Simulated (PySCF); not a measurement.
C3H4BFO, SMILES C=C=CB(O)F.

Coordinates come from a B3LYP-D3(BJ)/def2-SVP optimisation. This is a generated structure with no PubChem entry under its InChIKey; it may be hypothetical. Other conformers were not sampled.

Method: PBE/def2-TZVP (PySCF).

Symmetry labels are those of the subgroup Cs that the program uses (full group Cs).

Computed valence orbital energies around the gap with their symmetry:
```tsv
orbital	symmetry	energy (eV)
HOMO−7	A"	-11.11
HOMO−6	A'	-11.04
HOMO−5	A"	-10.72
HOMO−4	A'	-9.45
HOMO−3	A'	-8.67
HOMO−2	A"	-8.61
HOMO−1	A"	-6.93
HOMO	A'	-6.62
LUMO	A"	-1.89
LUMO+1	A'	-0.91
LUMO+2	A'	-0.13
LUMO+3	A'	0.95
```
